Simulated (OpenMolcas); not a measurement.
## C, Si, Ge, Sn, Pb: ns² np² down the group

```json
{
  "Program": "OpenMolcas",
  "Method": "CASSCF",
  "Basis": "ANO-RCC-VTZP",
  "Scalar Hamiltonian": "DKH2, point nucleus",
  "Spin-orbit coupling": "state interaction with AMFI integrals over the reference wave functions, term energies averaged over their components"
}
```

Active space for each ion: 4 electrons in 4 orbitals (s p).

Computed levels in cm-1 above ³P₀:

| Level | C | Si | Ge | Sn | Pb |
| --- | --- | --- | --- | --- | --- |
| ³P₁ | 15.1 | 68.6 | 516 | 1503 | 6950 |
| ³P₂ | 45.0 | 200 | 1329 | 3238 | 10630 |
| ¹D₂ | 12632 | 8987 | 9815 | 10686 | 21107 |
| ¹S₀ | 21267 | 15786 | 17434 | 17775 | 29548 |
| weight of ³P in the lowest level (%) | 100 | 100 | 99 | 97 | 88 |

Mixed levels, with the weight of the term that names them: Pb ³P₂ (71 %), Pb ¹D₂ (71 %).

Measured, with the error of the calculation in %. Measured levels: C, Si, Ge, Sn, Pb from NIST Handbook of Basic Atomic Spectroscopic Data.

```
Level              C            Si            Ge            Sn            Pb
  ³P₁    16.4 (-8.1)  77.1 (-11.0)    557 (-7.3)  1692 (-11.2)  7819 (-11.1)
  ³P₂    43.4 (+3.7)   223 (-10.3)   1410 (-5.7)   3428 (-5.5)  10650 (-0.2)
  ¹D₂  10193 (+23.9)  6299 (+42.7)  7125 (+37.7)  8613 (+24.1)  21458 (-1.6)
  ¹S₀   21648 (-1.8)  15394 (+2.5)  16367 (+6.5)  17162 (+3.6)  29467 (+0.3)
```

The fine-structure level ³P₂ changes by a factor of 236 from C to Pb.

Without spin-orbit coupling ¹D lies 12602, 8851, 8827, 7889, 7740 cm-1 above ³P in that order; the difference to the level ¹D₂, of either sign, comes from spin-orbit coupling, which also lowers the zero.

Terms from blocks run as CI alone lack orbitals of their own. Without dynamic correlation excited terms often stand tens of per cent too high (terms of higher spin than the ground term too low), and those without a measured partner can miss by more than the paired ones (holds for C; Si; Ge). Some high roots are left out of the spin-orbit mixing, which shifts the levels that they would mix with (holds for Ge; Sn; Pb). Measured partners are found by configuration, term and J. A level has none where our copy of the source lacks it or the pairing is in doubt (some pairs that miss far off the trend of their configuration count as doubtful), and it then counts in no deviation. Where the source uses jj or jK labels, the order within each J decides. Levels of configurations outside the active space are missing.
